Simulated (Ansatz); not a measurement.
Ansatz (a first-principles code) input (CCSD(T)/def2-SVPD):

Ansatz 0.2 input:
```yaml
crystal:
  periodic: [false, false, false]
  atoms:
    - {symbol: Ta, position_ang: [0.00201461, 0.00147624, 0.02351490]}
    - {symbol: H, position_ang: [0.19356976, -1.58666482, -0.78495125]}
    - {symbol: H, position_ang: [-0.34063629, 1.47889920, -0.93163676]}
basis:
  gaussian:
    orbitals: def2-SVPD
magnetization: {spin_polarized: true, initial_magnetization: 3}
correlation: {method: ccsd_t, electrons: outside_noble_gas}
output: {forces: true}
```

End of the output:

```
determinant -1562.95437737 eV, -57.4375139598 hartree, with singles and doubles -1565.86586208 eV, -57.5445090494 hartree
determinant -1562.95178161 eV, -57.4374185674 hartree, with singles and doubles -1565.86750291 eV, -57.5445693490 hartree
determinant -1562.94036710 eV, -57.4369990918 hartree, with singles and doubles -1565.86846056 eV, -57.5446045419 hartree
determinant -1562.88614777 eV, -57.4350065684 hartree, with singles and doubles -1565.82659894 eV, -57.5430661557 hartree
determinant -1562.83465378 eV, -57.4331141991 hartree, with singles and doubles -1565.77877579 eV, -57.5413086873 hartree
determinant -1562.01433630 eV, -57.4029680875 hartree, with singles and doubles -1564.85165571 eV, -57.5072376528 hartree
determinant -1561.93056350 eV, -57.3998894942 hartree, with singles and doubles -1564.90150378 eV, -57.5090695355 hartree
determinant -1561.72668280 eV, -57.3923970164 hartree, with singles and doubles -1564.65431953 eV, -57.4999856818 hartree
determinant -1561.48033247 eV, -57.3833438088 hartree, with singles and doubles -1564.36728559 eV, -57.4894373793 hartree
determinant -1561.34431533 eV, -57.3783452710 hartree, with singles and doubles -1564.16831798 eV, -57.4821254544 hartree
determinant -1561.23341868 eV, -57.3742698945 hartree, with singles and doubles -1564.04929926 eV, -57.4777515972 hartree
determinant -1561.16312659 eV, -57.3716867078 hartree, with singles and doubles -1563.98022508 eV, -57.4752131677 hartree
determinant -1560.72989138 eV, -57.3557656076 hartree, with singles and doubles -1563.61654312 eV, -57.4618481022 hartree
determinant -1560.64639529 eV, -57.3526971827 hartree, with singles and doubles -1563.47347392 eV, -57.4565904063 hartree
determinant -1560.53640716 eV, -57.3486551937 hartree, with singles and doubles -1563.38193896 eV, -57.4532265584 hartree
determinant -1560.29026919 eV, -57.3396097900 hartree, with singles and doubles -1563.26140981 eV, -57.4487971940 hartree
determinant -1560.10769913 eV, -57.3329004642 hartree, with singles and doubles -1563.16795394 eV, -57.4453627539 hartree
determinant -1560.10748183 eV, -57.3328924785 hartree, with singles and doubles -1563.17682598 eV, -57.4456887954 hartree
determinant -1560.07146888 eV, -57.3315690269 hartree, with singles and doubles -1563.10215739 eV, -57.4429447753 hartree
determinant -1559.83734222 eV, -57.3229650309 hartree, with singles and doubles -1562.79384835 eV, -57.4316146271 hartree
determinant -1559.79758766 eV, -57.3215040776 hartree, with singles and doubles -1562.78143295 eV, -57.4311583696 hartree
determinant -1559.72726317 eV, -57.3189197005 hartree, with singles and doubles -1562.61050724 eV, -57.4248769655 hartree
determinant -1559.63801028 eV, -57.3156397173 hartree, with singles and doubles -1562.55891886 eV, -57.4229811278 hartree
determinant -1562.95437737 eV, -57.4375139598 hartree, with singles and doubles -1565.86373725 eV, -57.5444309635 hartree
determinant -1562.95178161 eV, -57.4374185674 hartree, with singles and doubles -1565.86127954 eV, -57.5443406442 hartree
determinant -1562.94036710 eV, -57.4369990918 hartree, with singles and doubles -1565.86476575 eV, -57.5444687602 hartree
determinant -1562.88614777 eV, -57.4350065684 hartree, with singles and doubles -1565.82346656 eV, -57.5429510427 hartree
determinant -1562.83465378 eV, -57.4331141991 hartree, with singles and doubles -1565.77559160 eV, -57.5411916707 hartree
mean field evaluation 1920: about -1562.9404 eV, gradient 3.7e-6 eV
4 core orbitals not correlated
reference -1562.94036710 eV, -57.4369990918 hartree; 5, 2 occupied and 42, 45 virtual orbitals, 482 factors
densities: 0.16 GiB planned
second order -2.29601800 eV of doubles, -0.00000000 eV of singles
coupled cluster: 0.13 GiB planned
cycle   1  -2.92439814 eV  change    5.2e-7 eV  update   2.8e-6
cycle   2  -2.92439615 eV  change    2.0e-6 eV  update   2.1e-6
cycle   3  -2.92439586 eV  change    2.9e-7 eV  update   1.2e-6
cycle   4  -2.92439600 eV  change   -1.4e-7 eV  update   8.0e-7
perturbative correction -0.07710087 eV, -0.0028334047 hartree
the calculation of the forces begins
Total energy: -1565.94186397 eV, -57.5473020673 hartree
Atom 0 at     0.002015     0.001476     0.023515 Å, force     0.010016     0.007337     0.116899 eV/Å
Atom 1 at     0.193570    -1.586665    -0.784951 Å, force     0.046469    -0.299071    -0.044314 eV/Å
Atom 2 at    -0.340636     1.478899    -0.931637 Å, force    -0.056485     0.291734    -0.072585 eV/Å
Dipole moment:     0.035307     0.025871     0.412110 e Å
```

The spin state was set by rule; other spins were not relaxed.
